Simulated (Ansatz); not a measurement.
CH5FGeO2, SMILES `[OH][GeH]([OH])[CH2]F`. Total charge 0; spin multiplicity 1. The geometry is a stationary point of PBE0-D4/def2-TZVP. It is one conformer, not always the lowest.

```xyz
10

O     0.445   -0.342    1.888
Ge   -0.342    0.297    0.427
O     0.512    1.762   -0.100
C    -0.124   -0.963   -1.065
F    -1.032   -0.676   -2.071
H     1.403   -0.312    1.831
H    -1.793    0.579    0.837
H     0.334    2.527    0.451
H     0.887   -0.885   -1.475
H    -0.291   -1.988   -0.723
```

Problem. What is the dipole moment at r2SCAN/def2-TZVPP? (An estimate is asked.)

Solution. Computed: 1.37 D, with components (1.00, 0.12, 0.92) D in this frame, pointing from negative to positive charge.

Problem. And with PBE, B3LYP, ωB97M-V? (Best estimate.)

Solution. Ansatz gave: PBE 1.32 D, B3LYP 1.39 D, ωB97M-V 1.38 D.

Problem. Give the Mulliken charges with r2SCAN, B3LYP, PBE in def2-TZVPP. (An estimate is asked.)

Solution. The calculation gave: 
| atom | r2SCAN | B3LYP | PBE |
| --- | --- | --- | --- |
| O1 | -0.45 | -0.43 | -0.39 |
| Ge2 | 0.57 | 0.57 | 0.48 |
| O3 | -0.44 | -0.43 | -0.39 |
| C4 | 0.05 | -0.02 | -0.04 |
| F5 | -0.24 | -0.24 | -0.20 |
| H6 | 0.19 | 0.18 | 0.18 |
| H7 | -0.02 | -0.01 | -0.02 |
| H8 | 0.19 | 0.18 | 0.18 |
| H9 | 0.07 | 0.10 | 0.10 |
| H10 | 0.07 | 0.11 | 0.10 |

B3LYP here is the variant with VWN-RPA as its local correlation; programs differ in this.
